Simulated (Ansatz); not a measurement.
Consider the isomerisation: `O[Si](F)O[SiH3]`• → `O[SiH](F)O[SiH2]`•.

Computed with Ansatz on PBE0-D4/def2-TZVP structures; ΔE is electronic, products minus reactants. CBS: MP2 limit from def2 TZ/QZ plus the TZ coupled-cluster correction, frozen cores. DFT in def2-TZVPP. B3LYP here is the variant with VWN-RPA as its local correlation; programs differ in this. No spin–orbit coupling; open shells (•) take unrestricted orbitals. Each species was taken in one conformer, which may not be the lowest.

| level | ΔE (kcal/mol) | difference from CCSD(T)/CBS |
| --- | --- | --- |
| r2SCAN-D4 | -4.8 | 0.7 |
| PBE0-D4 | -5.4 | 0.1 |
| ωB97X-V | -5.5 | 0.0 |
| ωB97M-V | -6.0 | -0.5 |
| B2PLYP | -5.3 | 0.2 |
| PBE | -4.3 | 1.2 |
| PBE0 | -5.2 | 0.3 |
| B3LYP | -5.0 | 0.5 |
| HF/def2-TZVPP | -5.9 | -0.4 |
| MP2/def2-TZVPP | -5.5 | 0.0 |
| SCS-MP2/def2-TZVPP | -5.6 | -0.1 |
| CCSD/def2-TZVPP | -6.1 | -0.6 |
| CCSD(T)/def2-TZVPP | -5.9 | -0.4 |
| SCS-MP2/def2-QZVPP | -5.3 | 0.2 |
| HF/CBS(def2) | -5.6 | -0.1 |
| CCSD/CBS(def2) | -5.7 | -0.2 |
| CCSD(T)/CBS | -5.5 | 0 |

Largest T1 diagnostic among the species: 0.014.

From PBE to PBE0 (25 % exact exchange), in def2-TZVPP and without D4, ΔE moves by −0.9 kcal/mol.
